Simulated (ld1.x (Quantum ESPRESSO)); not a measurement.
Ag: one change to a PAW potential, before and after

```json
{
 "Element": "silver (Ag)",
 "Generator": "ld1.x (Quantum ESPRESSO) 7.5",
 "Type": "PAW",
 "Functional": "PBEsol",
 "Relativity": "scalar-relativistic",
 "Frozen core": "[Kr]",
 "Valence charge": "11",
 "Reference configuration": "4d10 5s0 5p0 (charge +1)",
 "Partial waves": "5s (bound, empty): rcut 2.35, rcutus 2.85 bohr; 5s channel at 0.1 Ry: rcut 2.35, rcutus 2.85 bohr; 5p (bound, empty): rcut 2.05, rcutus 2.25 bohr; 5p channel at 0.3 Ry: rcut 2.05, rcutus 2.25 bohr; 4d (bound): rcut 1.60, rcutus 1.95 bohr; 4d channel at 0.85 Ry: rcut 1.60, rcutus 1.95 bohr",
 "Local potential": "all-electron potential smoothed inside 1.80 bohr (lloc = -1)",
 "Core correction": "Bessel-smoothed model core inside 1.30 bohr",
 "Augmentation charge": "PSQ, inside the norm-conserving radii"
}
```

All-electron outer shells of the reference configuration (PBEsol, scalar-relativistic, ld1.x):

| shell | level (eV) | outermost node (bohr) | outermost maximum (bohr) |
| --- | --- | --- | --- |
| 4p | -66.76 | 0.44 | 0.87 |
| 4d | -15.64 | 0.43 | 1.04 |
| 5s | -11.23 | 1.11 | 2.37 |
| 5p | -6.17 | 1.24 | 3.04 |

Change: waves 5s (bound): rcut 1.78, rcutus 1.88 bohr; 5s channel at 0.1 Ry: rcut 1.78, rcutus 1.88 bohr.

Cutoffs: the cutoffs (Ry, on a coarse ladder) from which the occupation-weighted sum of valence levels, in a spherical-Bessel basis at the reference potential, stays within 10 and 1 mRy of its value at 400 Ry; they do not see the model core or the augmentation charge, which bear on the density cutoff. Errors are all-electron minus pseudo energies relative to the spin-unpolarised reference configuration.

Question: What does the change do?

Answer: The bound ghosts move from p, s to p; the number of tests that count goes from 7 to 3 (the test run of the changed file stopped, so its transferability is not established); the errors of the 3 common tests hardly move.

```csv
quantity,base,changed
"cutoffs, loose and tight","30 Ry, 50 Ry",not determined
bound ghosts,"p, s","p (s not tested, overlap not positive)"
"tests counted (converged, no solver errors)",7 of 7,3 of 7 (the test run stopped)
"error for 4d9 5s0 5p0, meV [ΔE 22.11 eV]",-63,-63
"error for 4d8 5s0 5p0, meV [ΔE 58.30 eV]",-369,-369
"error for 4d10 5s0 5p1, meV [ΔE -3.82 eV]",+0.3,+0.3
lowest overlap eigenvalue by channel,"s 0.24, p 0.67, d 0.21","s -0.09, p 0.67, d 0.21"
```

Changed file: the overlap operator is not positive definite in a basis up to 400 Ry (lowest eigenvalue s -0.09), so the file is unfit for use: the generalised eigenproblem breaks down once the basis is large enough, and its test numbers describe a broken file. Tests not counted: 4d10 5s1 5p0 (solver errors, printed error -3.3 eV); 4d9 5s1 5p0 (solver errors, printed error -4.0 eV). A true bound ghost makes a file unfit for plane-wave use even where its test errors are small: the radial tests pick states by their node count and pass the ghost by. Where a test does run into it, the solver fails or the error is huge.
